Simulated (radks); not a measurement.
Results of a calculation; reference values are marked as such.
Task: All-electron atom: Sn15+ in [Ar] 3d8 4s2 4p5 4d2 (not the ground configuration). Code: a radial shooting solver on a logarithmic mesh with Libxc functionals. Model: Dirac Kohn-Sham, RPBE, spin-unpolarised, spherical densities, finite nucleus; open shells are shared between the two j in proportion to 2j + 1; Fermi nuclear charge, rms radius 4.6519 fm. Some entries of the table are withheld. Estimate them.

orbital     occ.  eigenvalue (eV)  <1/r> (bohr^-1)  <r^2> (bohr^2)
1s1/2          2        -29441.47            53.09             (1)
2s1/2          2        -4823.999            12.33         0.01846
2p1/2          2        -4536.380              (2)         0.01372
2p3/2          4        -4305.470              (3)         0.01502
3s1/2          2        -1250.006            4.450          0.1265
3p1/2          2        -1134.803              (4)          0.1206
3p3/2          4        -1090.366              (5)          0.1283
3d3/2        3.2        -891.1885            4.018          0.1070
3d5/2        4.8        -881.7725            3.965          0.1091
4s1/2          2        -463.8743              (6)             (7)
4p1/2    1.66667        -420.9007            1.864          0.6308
4p3/2    3.33333        -410.0706            1.803          0.6611
4d3/2        0.8              (8)            1.664          0.7204
4d5/2        1.2              (9)            1.650          0.7298

Result: 
(1) 1s1/2 <r^2> (bohr^2): 0.001143
(2) 2p1/2 <1/r> (bohr^-1): 12.30
(3) 2p3/2 <1/r> (bohr^-1): 11.46
(4) 3p1/2 <1/r> (bohr^-1): 4.364
(5) 3p3/2 <1/r> (bohr^-1): 4.158
(6) 4s1/2 <1/r> (bohr^-1): 1.939
(7) 4s1/2 <r^2> (bohr^2): 0.6009
(8) 4d3/2 eigenvalue (eV): -339.0015
(9) 4d5/2 eigenvalue (eV): -336.9056
